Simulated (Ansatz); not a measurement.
`C=N[SiH2]N` + `N[SiH](F)S` → `N[SiH2]S[SiH](N)F` + `C=N`  (ligand exchange at the Si–N bond)

Calculated with Ansatz (gas phase, PBE0-D4/def2-TZVP geometries, no zero-point term in ΔE). CCSD(T)/CBS adds triple-zeta CCSD(T) − MP2 to the extrapolated MP2 energy (def2 sets, frozen cores). This one scheme is used for every species. DFT in def2-TZVPP. One conformer a species, not always the lowest.

`C=N[SiH2]N`:

Cartesian coordinates in Å:
```
C 1.723 -0.014 1.016
N 0.688 0.614 0.677
Si -0.766 -0.176 0.105
N -1.279 0.345 -1.438
H 2.612 0.522 1.371
H 1.817 -1.113 0.985
H -0.535 -1.649 0.026
H -1.821 0.168 1.088
H -1.640 1.276 -1.566
H -0.798 0.027 -2.264
```

`N[SiH](F)S`:

Z-matrix (Å, degrees):
```
Si
F 1 1.602
S 1 2.122 2 106.4
N 1 1.688 2 115.9 3 -117.7
H 1 1.477 2 105.1 3 123.0
H 3 1.344 1 93.8 2 29.0
H 4 1.006 1 122.0 2 -87.7
H 4 1.006 1 122.7 2 73.2
```

`N[SiH2]S[SiH](N)F`:

```xyz
13

N     1.226   -0.191   -1.569
Si    0.258   -1.436   -0.918
S    -1.732   -0.888   -0.249
Si   -1.226    0.889    0.762
N     0.246    0.668    1.600
F    -0.946    2.120   -0.221
H     1.556    0.517   -0.929
H     0.962    0.223   -2.450
H     0.978   -2.037    0.229
H    -0.010   -2.446   -1.968
H    -2.408    1.298    1.553
H     0.703    1.458    2.027
H     0.393   -0.174    2.134
```

`C=N`:

Cartesian coordinates in Å:
```
C 0.269 -0.241 0.147
N -0.430 0.808 0.175
H 0.230 -1.000 -0.644
H 0.973 -0.428 0.961
H -1.042 0.861 -0.639
```

```json
{"level": "PBE-D4", "ΔE (kcal/mol)": "-8.6", "difference from CCSD(T)/CBS": "-1.7"}
{"level": "r2SCAN-D4", "ΔE (kcal/mol)": "-7.5", "difference from CCSD(T)/CBS": "-0.6"}
{"level": "ωB97X-V", "ΔE (kcal/mol)": "-6.6", "difference from CCSD(T)/CBS": "0.3"}
{"level": "ωB97M-V", "ΔE (kcal/mol)": "-6.8", "difference from CCSD(T)/CBS": "0.1"}
{"level": "B2PLYP", "ΔE (kcal/mol)": "-4.8", "difference from CCSD(T)/CBS": "2.1"}
{"level": "PBE", "ΔE (kcal/mol)": "-6.7", "difference from CCSD(T)/CBS": "0.2"}
{"level": "r2SCAN", "ΔE (kcal/mol)": "-7.0", "difference from CCSD(T)/CBS": "-0.1"}
{"level": "PBE0", "ΔE (kcal/mol)": "-6.7", "difference from CCSD(T)/CBS": "0.2"}
{"level": "HF/def2-TZVPP", "ΔE (kcal/mol)": "-2.4", "difference from CCSD(T)/CBS": "4.5"}
{"level": "CCSD/def2-TZVPP", "ΔE (kcal/mol)": "-5.9", "difference from CCSD(T)/CBS": "1.0"}
{"level": "CCSD(T)/def2-TZVPP", "ΔE (kcal/mol)": "-6.7", "difference from CCSD(T)/CBS": "0.2"}
{"level": "HF/def2-QZVPP", "ΔE (kcal/mol)": "-1.9", "difference from CCSD(T)/CBS": "5.0"}
{"level": "MP2/def2-QZVPP", "ΔE (kcal/mol)": "-7.0", "difference from CCSD(T)/CBS": "-0.1"}
{"level": "HF/CBS(def2)", "ΔE (kcal/mol)": "-1.9", "difference from CCSD(T)/CBS": "5.0"}
{"level": "MP2/CBS(def2)", "ΔE (kcal/mol)": "-7.2", "difference from CCSD(T)/CBS": "-0.3"}
{"level": "CCSD/CBS(def2)", "ΔE (kcal/mol)": "-6.1", "difference from CCSD(T)/CBS": "0.8"}
{"level": "CCSD(T)/CBS", "ΔE (kcal/mol)": "-6.9", "difference from CCSD(T)/CBS": "0"}
```

Largest T1 diagnostic among the species: 0.012.

In def2-TZVPP, CCSD(T) changes the Hartree–Fock value by −4.4 kcal/mol (the triples alone add −0.8 kcal/mol) and MP2 by −4.6 kcal/mol. The D4 term adds −3.0 kcal/mol with B3LYP and −1.7 kcal/mol with PBE0; it sums over pairs of atoms, weighted by their polarisabilities, and B3LYP, whose exchange is more repulsive, gets the larger term.

B3LYP here is the variant with VWN-RPA as its local correlation; programs differ in this.
